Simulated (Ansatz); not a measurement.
Ansatz results at the PBE0-D4/def2-TZVP geometry: LUMO energy (PBE/def2-TZVPP) 0.21 eV; LUMO energy (PBE0/def2-TZVPP) 1.04 eV; HOMO–LUMO gap (B3LYP/def2-TZVPP) 7.15 eV.

Each molecule was computed in one conformer, which needn't be the lowest.

(1) Which molecule gave them?
A. `CS[SiH](F)Cl`
B. `N[Si](N)([SiH3])Cl`
C. `CO[Si](O)(Cl)Cl`
D. `CN(C)[SiH](N)F`

## Answers

(1) D. The others give `CS[SiH](F)Cl`: -1.22, -0.27, 6.81; `CO[Si](O)(Cl)Cl`: -0.52, 0.46, 8.69; `N[Si](N)([SiH3])Cl`: -0.58, 0.25, 7.19.

B3LYP here is the variant with VWN-RPA as its local correlation; programs differ in this.
